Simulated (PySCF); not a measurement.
AlFClBr, SMILES [F][Al]([Cl])[Br]. Geometry optimised at PBE0-D3(BJ)/def2-SVP.

The numbers are results of PBE0-D3(BJ)/def2-SVP (PySCF), not measurements.

Harmonic wavenumbers (cm⁻¹): 129, 191, 223, 369, 609, 906. Rotational constants (GHz): 4.249, 1.338, 1.017; symmetry number 1.

Problem. Work out the zero-point energy and the ideal-gas rigid-rotor harmonic-oscillator thermochemistry at 298.15 K and 1 atm.

Solution. ZPE = ½ Σ hcν = ½ × 2425 cm⁻¹ = 14.51 kJ/mol. H − E(el) = 30.54 kJ/mol. Entropy in J/(mol K): translation 172.15, rotation 118.87, vibration 36.72, total 327.73. G − E(el) = -67.17 kJ/mol. Cp = 69.35 J/(mol K). Modes under 150 cm⁻¹ make the vibrational entropy uncertain.
